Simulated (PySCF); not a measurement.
**C2H8OSi**

C2H8OSi is a small molecule, neutral, singlet. The structure, one conformer, was relaxed in the gas phase by PBE0-D3(BJ)/def2-SVP. No frequency run checks that it is a minimum.

SMILES: CO[SiH2]C

```xyz
12

Si    0.333   -0.546    0.325
C     2.104   -0.063    0.018
O    -0.629    0.641   -0.343
C    -2.026    0.637   -0.310
H     0.019   -1.872   -0.302
H     0.051   -0.662    1.794
H     2.786   -0.819    0.438
H     2.332    0.907    0.486
H     2.304    0.020   -1.061
H    -2.397    1.548   -0.806
H    -2.454   -0.235   -0.840
H    -2.420    0.631    0.724
```
Atom numbers follow the order of the file, from 1.

Shieldings: GIAO PBE0/pcSseg-2. Shifts are against computed references at the same level: C TMS (σ 184.1 ppm), H TMS (σ 31.24 ppm), Si TMS (σ 341.3 ppm). Core levels by delta-SCF with SCAN, pcX-2 on the ionised atom and pcseg-1 elsewhere, spin-free X2C (2p3/2 is the spin-free 2p value less a third of a first-order spin-orbit splitting); from the vacuum level, for chosen atoms.

Task: Give the NMR and core-level values of the distinct atoms.

Result: 
| atoms | bonded to | σ (ppm) | δ (ppm) | core level (eV) |
| --- | --- | --- | --- | --- |
| Si1 | 1 C + 1 O + 2 H | 350.4 | -9.1 | 2p3/2 107.03 |
| C2 | 1 Si + 3 H | 187.8 | -3.6 | 1s 290.30 |
| O3 | 1 C + 1 Si | 324.0 | - | 1s 537.93 |
| C4 | 1 O + 3 H | 129.0 | 55.1 | 1s 292.36 |
| H5 H6 | 1 Si | 26.34 | 4.90 | - |
| H7 H8 H9 | 1 C | 30.95 | 0.29 | - |
| H10 H11 H12 | 1 C | 27.69 | 3.55 | - |

Values are those of this one static structure, with the three H of a rotating XH3 group averaged; atoms that internal rotation interchanges would show their mean in an NMR spectrum.

Task: Which of C2, C4 holds its core electrons tightest, and by how much against the loosest?

Result: C4 (bonded to 1 O + 3 H), by 2.05 eV over C2 (bonded to 1 Si + 3 H).

Task: By CAM-B3LYP/def2-SVPD (TDDFT singlets, Tamm-Dancoff triplets, ionisation by delta-SCF), where does absorption start, and what does vertical ionisation take?

Result: The lowest singlet lies at 7.34 eV (f 0.006), the strongest of the first 6 at 8.52 eV (f 0.091), the lowest triplet at 7.02 eV; vertical ionisation takes 10.32 eV.

The 3 runs behind this took 62 s in all, one thread each of Intel Xeon 6975P-C on a shared host, launched as `OMP_NUM_THREADS=1 python cluster_run.py task.json out`.
